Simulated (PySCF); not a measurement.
# First hyperpolarisability: 3-ethylpentan-2-one (SMILES CCC(CC)C(C)=O)

Molfile (atoms numbered from 1):
```
C7H14O
     RDKit          3D

 22 21  0  0  0  0  0  0  0  0999 V2000
    2.3733   -0.1286    0.8983 C   0  0  0  0  0  0  0  0  0  0  0  0
    1.3548   -0.7730   -0.0287 C   0  0  0  0  0  0  0  0  0  0  0  0
   -0.0677   -0.2285    0.1273 C   0  0  0  0  0  0  0  0  0  0  0  0
   -1.0591   -0.9927   -0.7543 C   0  0  0  0  0  0  0  0  0  0  0  0
   -2.5086   -0.5719   -0.5706 C   0  0  0  0  0  0  0  0  0  0  0  0
   -0.0877    1.2510   -0.2538 C   0  0  0  0  0  0  0  0  0  0  0  0
   -0.4959    2.2354    0.8080 C   0  0  0  0  0  0  0  0  0  0  0  0
    0.2161    1.5977   -1.3711 O   0  0  0  0  0  0  0  0  0  0  0  0
    2.4851    0.9481    0.6927 H   0  0  0  0  0  0  0  0  0  0  0  0
    3.3670   -0.5852    0.7774 H   0  0  0  0  0  0  0  0  0  0  0  0
    2.0841   -0.2399    1.9561 H   0  0  0  0  0  0  0  0  0  0  0  0
    1.3300   -1.8625    0.1408 H   0  0  0  0  0  0  0  0  0  0  0  0
    1.6562   -0.6230   -1.0787 H   0  0  0  0  0  0  0  0  0  0  0  0
   -0.3761   -0.3292    1.1839 H   0  0  0  0  0  0  0  0  0  0  0  0
   -0.7559   -0.8437   -1.8040 H   0  0  0  0  0  0  0  0  0  0  0  0
   -0.9517   -2.0700   -0.5439 H   0  0  0  0  0  0  0  0  0  0  0  0
   -3.1819   -1.1801   -1.1930 H   0  0  0  0  0  0  0  0  0  0  0  0
   -2.6654    0.4802   -0.8578 H   0  0  0  0  0  0  0  0  0  0  0  0
   -2.8327   -0.6857    0.4768 H   0  0  0  0  0  0  0  0  0  0  0  0
   -1.5083    1.9940    1.1704 H   0  0  0  0  0  0  0  0  0  0  0  0
    0.1772    2.1471    1.6763 H   0  0  0  0  0  0  0  0  0  0  0  0
   -0.4702    3.2586    0.4127 H   0  0  0  0  0  0  0  0  0  0  0  0
  1  2  1  0
  2  3  1  0
  3  4  1  0
  4  5  1  0
  3  6  1  0
  6  7  1  0
  6  8  2  0
  1  9  1  0
  1 10  1  0
  1 11  1  0
  2 12  1  0
  2 13  1  0
  3 14  1  0
  4 15  1  0
  4 16  1  0
  5 17  1  0
  5 18  1  0
  5 19  1  0
  7 20  1  0
  7 21  1  0
  7 22  1  0
M  END
```

Theory: PySCF, quadratic response CAM-B3LYP/aug-cc-pVDZ first hyperpolarisability, Taylor convention, gas phase. Geometry: PBE0-D3(BJ)/def2-SVP.

Problem. What is the first hyperpolarisability, and how does it disperse?

Solution. In au, Taylor convention; the vector part is βᵢ = ⅓ Σⱼ (βᵢⱼⱼ + βⱼᵢⱼ + βⱼⱼᵢ); β∥ is 3/5 of the vector part along the dipole, the dipole points from − to +:
```tsv
process	λ (nm)	β vector norm	β∥	β HRS	depolarisation ratio
static β(0;0,0)	∞	103.9	-44.6	42.4	5.27
second harmonic β(−2ω;ω,ω)	1907	108.2	-45.7	44.1	5.29
Pockels β(−ω;ω,0)	1907	105.3	-45.0	–	–
second harmonic β(−2ω;ω,ω)	1064	119.2	-48.2	48.4	5.32
Pockels β(−ω;ω,0)	1064	108.6	-45.8	–	–
```

Problem. Which lowest excitations, dipole and polarisabilities go with it?

Solution. S1 4.40 eV (f = 0.000); S2 6.54 eV (f = 0.021); S3 7.10 eV (f = 0.004); dipole 2.76 D; isotropic α 89.3 au static, 89.5 au at 1907 nm, 89.9 au at 1064 nm, 90.0 au at 953.5 nm, 91.8 au at 532 nm.
